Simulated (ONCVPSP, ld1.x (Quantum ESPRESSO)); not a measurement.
Potentials for boron compared

Generated with ld1.x 7.5 (TM, RRKJ, ultrasoft, PAW), atompaw 4.2 or ONCVPSP 4.0.1. The cutoff is in Ry: for ld1.x and atompaw files where the sum of valence levels is converged to 10 mRy in a Bessel basis, for ONCV files where the hardest occupied wave has 1 mHa per electron of residual kinetic energy. The error is the largest all-electron minus pseudo excitation energy over each file’s own four to seven test configurations (ionisations up to +4, promotions, holes and added fractions of an electron), all of which were solved. The labels leave out finer settings (local radius, basis sizes, second energies), which also bear on the numbers. Spin-polarised tests are not counted. The rows are a selection from randomly drawn settings: files with unsolved tests, undetermined cutoffs or missed reference levels are left out.

| potential | cutoff (Ry) | largest error (meV) | bound ghosts |
| --- | --- | --- | --- |
| ONCV, PBEsol, scalar-relativistic, rc 1.70/2.80/2.30 (spd), local smoothed, core correction no, reference 2s1 2p2, qcut 6.1/5.9/5.6, projectors 1/2/1 | 22 | +286 | none |
| TM semilocal, PBE, scalar-relativistic, rc 1.70/3.10 (sp), local p, core correction no, reference 2s2 2p1 | 18 | +311 | none |
| ONCV, PBE, scalar-relativistic, rc 1.40/1.90/2.00 (spd), local smoothed, core correction yes, reference 2s2 2p1, qcut 4.6/3.8/5.5, projectors 2/1/2 | 47 | +148 | none |

Fill in the row for B: ONCV, PBE, scalar-relativistic, rc 1.40/2.50/2.65 (spd), local smoothed, core correction yes, reference 2s2 2p1, qcut 4/6.3/3, projectors 2/1/3.

cutoff 38 Ry, largest error +125 meV, bound ghosts: none.

Fill in the row for B: ONCV, PBEsol, scalar-relativistic, rc 1.00/0.95/0.90 (spd), local smoothed, core correction no, reference 2s1, qcut 8.5/10.6/13, projectors 1/3/2.

cutoff 103 Ry, largest error +105 meV, bound ghosts: none.

Fill in the row for B: ONCV, PBE, scalar-relativistic, rc 1.45/3.80/3.40 (spd), local smoothed, core correction no, reference 2s2 2p1, qcut 4.9/3.3/2.9, projectors 2/2/2.

cutoff 24 Ry, largest error +721 meV, bound ghosts: none.
